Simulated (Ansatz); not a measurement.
Problem. Name a neutral molecule of Cl, N, O, Si and H with vertical ionisation energy (CCSD(T)/CBS(def2)) between 10.50 and 10.80 eV and HOMO energy (ωB97M-V/def2-TZVPP) between -10.55 and -10.25 eV (Ansatz, PBE0-D4/def2-TZVP geometry).

Solution. `N[SiH](Cl)O[SiH3]` (10.60 eV, -10.38 eV). Other molecules can fit too; these were computed, each in one conformer that needn't be the lowest.
